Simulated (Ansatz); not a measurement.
Input for Ansatz (an electronic-structure program): R-PBE0/def2-TZVPP on H4N2Si (SMILES N[Si]N), a point of a torsion scan.

Ansatz 0.2 input:
```yaml
crystal:
  periodic: [false, false, false]
  atoms:
    - {symbol: N, position_ang: [1.38021161, 0.10763851, -0.23894151]}
    - {symbol: Si, position_ang: [0.10885985, 0.37472967, 0.90977954]}
    - {symbol: N, position_ang: [1.00681510, 0.63929035, 2.35280192]}
    - {symbol: H, position_ang: [1.41407710, -0.76873309, -0.73469419]}
    - {symbol: H, position_ang: [2.32759245, 0.39157672, -0.00914273]}
    - {symbol: H, position_ang: [2.01775480, 0.63640734, 2.41699615]}
    - {symbol: H, position_ang: [0.58363630, 0.97590364, 3.20078560]}
basis:
  gaussian:
    orbitals: def2-TZVPP
hamiltonian:
  xc: {name: PBE0}
scf: {lower_state_search: off}
```

Q: Predict the final total energy.

A: -401.2383 hartree.
